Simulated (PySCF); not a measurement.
Be(Me)(Et) (C₃H₈Be), SMILES [CH3][Be][CH2]C.

The structure is a stationary point at PBE-D3(BJ)/def2-SVP. The structure was generated by enumeration; whether it is a known compound was not checked. One conformer was computed; it need not be the lowest.

Computed with C-PCM-B3LYP/def2-SVP run with PySCF 2.14.0.

The values are the electrostatic part of the solvation free energy, E(continuum) − E(gas) at the gas-phase geometry, in a cavity of scaled van der Waals radii (PySCF's table); cavitation and dispersion terms are not included. A continuum can't describe solvent molecules that bind to the metal. In vacuum the orbital gap is 7.41 eV. The dipole moment in vacuum is 0.15 D.

**Question.** Estimate the values in water (ε = 78.36), dimethylsulfoxide (ε = 46.83), N,N-dimethylformamide (ε = 37.22). (The exact figures need the calculation; the answer reports its results.)

**Answer.** 
```csv
solvent,ε,ΔG(elec) (kcal/mol),dipole (D),gap (eV)
water,78.36,-1.9,0.20,7.58
dimethylsulfoxide,46.83,-1.8,0.20,7.58
"N,N-dimethylformamide",37.22,-1.8,0.20,7.58
```
